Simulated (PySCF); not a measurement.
Cd(F)(SH) (CdFHS), SMILES [F][Cd][SH].

Coordinates come from a B3LYP-D3(BJ)/def2-TZVP optimisation. The def2 effective core potentials stand for the cores of Cd; spin–orbit coupling is left out. The values are those of a single conformer.

All values below come from C-PCM-ωB97X/def2-SVP (PySCF).

The values are the electrostatic part of the solvation free energy, E(continuum) − E(gas) at the gas-phase geometry, in a cavity of scaled van der Waals radii (PySCF's table); cavitation and dispersion terms are not included. A continuum can't describe solvent molecules that bind to the metal. In vacuum the orbital gap is 10.07 eV. The dipole moment in vacuum is 1.54 D.

Computed values in water (ε = 78.36), chloroform (ε = 4.71), acetonitrile (ε = 35.69):
```json
[
 {"solvent": "water", "ε": "78.36", "ΔG(elec) (kcal/mol)": "-18.8", "dipole (D)": "1.44", "gap (eV)": "10.57"},
 {"solvent": "chloroform", "ε": "4.71", "ΔG(elec) (kcal/mol)": "-14.4", "dipole (D)": "1.46", "gap (eV)": "10.45"},
 {"solvent": "acetonitrile", "ε": "35.69", "ΔG(elec) (kcal/mol)": "-18.4", "dipole (D)": "1.44", "gap (eV)": "10.56"}
]
```
